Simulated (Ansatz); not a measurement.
Changing the shape of CuF, singlet

Program: Ansatz, Gaussian basis, development build. Basis cc-pVTZ, nonrelativistic, no frozen core; active space CAS(18,10). Restricted Hartree–Fock, then the lowest state-specific CASSCF solution met for each case. Single-reference values can break down or jump between states where bonds are stretched. Unlike active orbitals can shift such differences by tenths of an eV, at times by over 1 eV.

Case A: bond length 2.2685 Å.

Case B: bond length 2.0067 Å.

Case C: bond length 1.7450 Å.

Energy less that of case A, in eV:

```
case  CASSCF
   B  -0.616
   C  -0.742
```

(1) What does SC-NEVPT2 give for these differences?

(2) Which case is lowest, and do the methods agree?

Answers

(1) B: -0.659 eV (-15.2 kcal/mol); C: -0.854 eV (-19.7 kcal/mol).

(2) C is lowest in SC-NEVPT2. Of the methods shown, CASSCF agrees.
